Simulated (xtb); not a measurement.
phosphorus atom (P), quartet. Base run: GFN2-xTB (xtb).

xtb was given this input:
```
$ xtb mol.xyz --gfn 2 --uhf 3 --json

# file mol.xyz
1

P      0.00000000     0.00000000     0.00000000
```

Variants of this job, named by their change:

| change | ΔE vs base (kcal/mol) | G_solv (kcal/mol) | SCF cycles |
|---|---|---|---|
| base | 0.000 | - | 42 |
| alpb = cs2 | -1.10 | -1.10 | 42 |
| etemp = 10000 | -1.27 | - | 14 |
| acc = 0.1 | 0.000 | - | 52 |
| alpb = acetone | -1.56 | -1.56 | 42 |
| acc = 30 | 0.000 | - | 27 |
| etemp = 5000 | -0.005 | - | 14 |
| alpb = toluene | -1.70 | -1.70 | 42 |

ALPB and GBSA are two models with their own fitted parameters for each solvent, which aren't always the measured dielectric constant.
